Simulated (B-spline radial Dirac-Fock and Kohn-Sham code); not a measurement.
**3p3/2 emission of Tc⁺**

System: Tc⁺ in the configuration [Kr] 4d4 5s1 5p1 (an excited configuration).

Calculated with a B-spline atomic structure program, using independent-particle rates on relativistic LDA orbitals of the hole state (multipoles up to L = 3, Coulomb Auger matrix elements, transition energies from Dirac-Fock).

| line | multipole | energy (eV) | width (meV) | share (%) |
| --- | --- | --- | --- | --- |
| M3-M4 | E1 | 173.0 | 0.0361 | 5.16 |
| M3-M5 | E1 | 176.6 | 0.349 | 50.0 |
| M3-N1 | E1 | – | 0.175 | 25.0 |
| M3-N4 | E1 | 433.6 | 0.0134 | 1.92 |
| Mγ | E1 | 433.9 | 0.112 | 16.1 |
| M3-O1 | E1 | 440.6 | 0.0134 | 1.92 |

The listed lines hold 100.0 % of the radiative rate. A dash stands for an energy that rests on an unreliable hole state. The radiative width is 0.000699 eV in the length form and 0.000619 eV in the velocity form; the two differ because the transition energies are not eigenvalue differences of the potential that gave the orbitals.
